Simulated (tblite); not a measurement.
Species: C₃H₂F₃OS (charge -1).
Numbering: `[F:1][C:2]([F:3])([F:4])[O:5]/[CH:6]=[CH:7]\[S-:8]` (hydrogens: H9 on C6; H10 on C7)
Bond orders are those of one Lewis drawing.

Computed with GFN2-xTB (tblite), gas phase: nudged elastic band of 9 images (0 to 8), spring 0.2 eV/Å², climbing image at the end, force threshold 0.05 eV/Å. No saddle search or frequency run followed, so the top image need not be a first-order saddle, and its height can exceed the method's true barrier by a kcal/mol or more.

Path: rotation about C2–O5 (CF3 carbon, ether oxygen), followed by the dihedral F3–C2–O5–C6, from 67° to -175°. Start geometry (image 0):
```
atom  x, y, z in Å
F1      2.465   -0.866   -0.728
C2      1.333   -0.691   -0.019
F3      1.194   -1.873    0.677
F4      1.645    0.195    0.949
O5      0.344   -0.411   -0.789
C6     -0.892   -0.127   -0.089
C7     -1.457    1.096   -0.087
S8     -0.937    2.515   -0.828
H9     -1.284   -0.987    0.434
H10    -2.400    1.153    0.459
```

The first guess turns that dihedral rigidly in even steps and adds one set of random displacements (0.04 Å standard deviation a coordinate) to every inner image. Energies of the images above image 0 (eV) in the early part of the optimisation:

| iteration | 1 | 2 | 3 | 4 | 5 | 6 | 7 | 8 |
| --- | --- | --- | --- | --- | --- | --- | --- | --- |
| 0 | 0.624 | 0.633 | 0.645 | 0.653 | 0.653 | 0.651 | 0.661 | 0.000 |
| 10 | 0.031 | 0.060 | 0.093 | 0.114 | 0.112 | 0.085 | 0.051 | 0.000 |
| 20 | 0.018 | 0.044 | 0.072 | 0.087 | 0.078 | 0.051 | 0.021 | 0.000 |

**Question.** Where does the band end, and how far was the first guess from it?

**Answer.** Final energies, images 1 to 8: 0.010, 0.037, 0.064, 0.075, 0.064, 0.038, 0.012, 0.000 eV. The highest point drops from 0.66 eV (image 7) to 0.075 eV (image 4), by 0.59 eV. Image 4 moved by 0.08 Å rms, its dihedral from 121° to 127°. The end images are fixed. The true force on the top image ends at 0.026 eV/Å, and the largest on any image at 0.06 eV/Å; away from the top, the method drives only the force across the path to zero. The last saved iteration is 40.

What follows is the cost of the whole band run. The run took about 6 s of CPU time (one thread, shared machine).
